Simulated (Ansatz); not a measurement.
Basis-set extrapolation for CH8FNOSi2 (`CO[SiH2]N[SiH2]F`) (PBE0-D4/def2-TZVP geometry, frozen core, Ansatz). Multiplicity 1, RHF reference.

```json
{"": "HF", "def2-TZVPP": "-849.458457", "def2-QZVPP": "-849.491073"}
{"": "MP2 correlation", "def2-TZVPP": "-1.113442", "def2-QZVPP": "-1.202483"}
{"": "CCSD(T) correlation", "def2-TZVPP": "-1.202011", "def2-QZVPP": "not run"}
```

Energies in hartree. Use E(X) = E(∞) + A·exp(−7.88·√X) for Hartree–Fock and E(X) = E(∞) + B·X^(−2.97) for correlation, with X = 3 and 4, and add CCSD(T) minus MP2 of the smaller set to the MP2 limit.

Problem. What is the CCSD(T) energy at the basis-set limit?

Solution. HF limit: -849.491073 + (-0.032616) × 0.13774 = -849.49557. MP2 limit: -1.202483 + (-0.089041) × 0.74074 = -1.26844. Higher-order term: -1.202011 − (-1.113442) = -0.08857. Total: -850.85258 hartree, 120.6 kcal/mol below CCSD(T)/def2-TZVPP.
